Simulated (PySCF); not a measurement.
**MCs cations for M along group 12**

PBE0 with double-zeta basis sets in PySCF, for the lowest determinant that a PBE0 search found; no spin–orbit coupling. De refers to high-spin ground-configuration atoms (the charge goes to the atom of lower measured ionisation energy or higher electron affinity, which is not always the lowest computed limit). A positive dipole points towards Cs; it is taken about the centre of mass and depends on that origin.

```json
{"M": "Zn", "basis": "def2-SVP", "charged atom": "Cs+", "state (unpaired electrons)": "singlet (closed shell)", "Re (Å)": "3.898", "ωe (cm⁻¹)": "52.0", "De (eV)": "0.19", "μ (D)": "3.94"}
{"M": "Hg", "basis": "def2-SVP", "charged atom": "Cs+", "state (unpaired electrons)": "singlet (closed shell)", "Re (Å)": "4.012", "ωe (cm⁻¹)": "33.0", "De (eV)": "0.13", "μ (D)": "9.96"}
```

**Question.** The row for M = Cd is missing. Estimate Re, ωe and De as the mean of the rows for Zn and Hg, and compare with the calculation.

**Answer.** The means are 3.955 Å, 42.5 cm⁻¹ and 0.16 eV. PBE0 in def2-SVP gives CsCd⁺ as a singlet (closed shell) with Re = 4.088 Å, ωe = 39.1 cm⁻¹, De = 0.16 eV, so the estimate is off by -13.3 pm, +9 % and -0.00 eV.

Closed-shell solutions of metal pairs were not tested for spin polarisation, which can lower them a little. Weak bonds: CsCd⁺, CsHg⁺, CsZn⁺. Basis-set superposition, not corrected here, can be much of De in a small basis, most of all at correlated wavefunction levels. Spin–orbit coupling is left out. For an ion De counts to the pair picked by the measured ionisation energies or electron affinities, which need not be the lowest pair at this level.
